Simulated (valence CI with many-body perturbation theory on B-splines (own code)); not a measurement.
Basis-set convergence for Sm²³⁺

Computed by valence CI with perturbative core correlation (CI+MBPT): three valence electrons over a frozen Dirac-Fock core [Kr], radial functions for each j: 7 s, 7 p, 8 d, 6 f, 4 g, 1 h, with the one-electron correlation potential Σ1, the two-electron term Σ2, the three-electron term Σ3, Breit, model QED; selected CI, second order for the rest, scaled by the run's own slope (own B-spline code, finite nucleus).

No measured levels were compared; by estimate terms of the open shell hold to 2 to 4 % of their energy, and close levels can change places. Only levels of the ground parity were solved; by the run's estimate the other parity begins above the list, which can be wrong where configurations are misplaced.

The reference run has the lowest level (4d3/2^3) J=3/2 and an ionisation energy of 742.668 eV. Its largest variational space holds 5306 state functions.

Levels are named by their leading jj configuration (3d3/2^4 stands for four electrons in 3d with j = 3/2), which in mixed levels can hold well under half, so a name can repeat and another be missing. Letters in brackets count levels of one name in rising energy.

Changed runs:
A. basis 6 s, 6 p, 5 d, 5 f, 1 g
B. basis 5 s, 5 p, 4 d, 4 f

Excitation energies of the reference run in cm⁻¹, and shifts in cm⁻¹:

| Level | Reference | A | B |
| --- | --- | --- | --- |
| (4d3/2^2 4d5/2) J=5/2 [a] | 35575 | -96 | -275 |
| (4d3/2^2 4d5/2) J=3/2 | 53722 | +10 | +310 |
| (4d3/2^2 4d5/2) J=7/2 | 54044 | -29 | +6.0 |
| (4d3/2^2 4d5/2) J=9/2 | 60139 | +53 | +347 |
| (4d3/2^2 4d5/2) J=1/2 | 62877 | -3.8 | +347 |
| (4d3/2 4d5/2^2) J=7/2 [a] | 95589 | +38 | +240 |
| (4d3/2^2 4d5/2) J=5/2 [b] | 95853 | -14 | +271 |
| (4d3/2 4d5/2^2) J=9/2 | 101306 | -26 | +156 |
| (4d3/2 4d5/2^2) J=3/2 [a] | 113011 | +55 | +322 |
| (4d3/2 4d5/2^2) J=1/2 | 118705 | +89 | +689 |
| (4d3/2 4d5/2^2) J=11/2 | 124122 | +90 | +726 |
| (4d3/2 4d5/2^2) J=5/2 [a] | 131795 | +159 | +795 |
| Ionisation energy (eV) | 742.668 | -0.034 | -0.081 |
